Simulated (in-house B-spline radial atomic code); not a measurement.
Configurations of I+, with energies counted from [Kr] 4d10 5s2 5p4. Computed with a B-spline radial code for spherical atoms: scalar-relativistic (X2C) BHandHLYP, spin-polarised, spherical fractional occupations, exact exchange averaged over the configuration, Fermi nucleus of rms radius 4.75 fm. Shells without spins written out take the highest spin.

Occupations are held fixed; configurations that lie above the ionisation limit could autoionise.

```json
{"configuration": "[Kr] 4d10 5s2 5p3 5d1", "E - E(ref) (eV)": "10.424", "highest orbital": "5d up", "its <r> (bohr)": "3.71"}
{"configuration": "[Kr] 4d9 5s2 5p4 5f1", "E - E(ref) (eV)": "65.679", "highest orbital": "5f up", "its <r> (bohr)": "12.03"}
{"configuration": "[Ar] 3d9 4s2 4p6 4d10 5s2 5p5", "E - E(ref) (eV)": "620.39", "highest orbital": "5p down", "its <r> (bohr)": "2.22"}
{"configuration": "[Ar] 3d9 4s2 4p6 4d10 5s2 5p4 5d1", "E - E(ref) (eV)": "632.49", "highest orbital": "5d up", "its <r> (bohr)": "3.497"}
```

(1) Order these further configurations by energy, lowest first.
A. [Kr] 4d10 5s2 5p3 5f1
B. [Ar] 3d9 4s2 4p6 4d10 5s2 5p4 5f1
C. [Kr] 4d9 5s2 5p4 6s1
D. [Kr] 4d10 5s1 5p5
E. [Kr] 4d10 4f1 5s2 5p3

Answers

(1) D (11.517 eV), E (15.137 eV), A (16.278 eV), C (59.112 eV), B (638.69 eV).
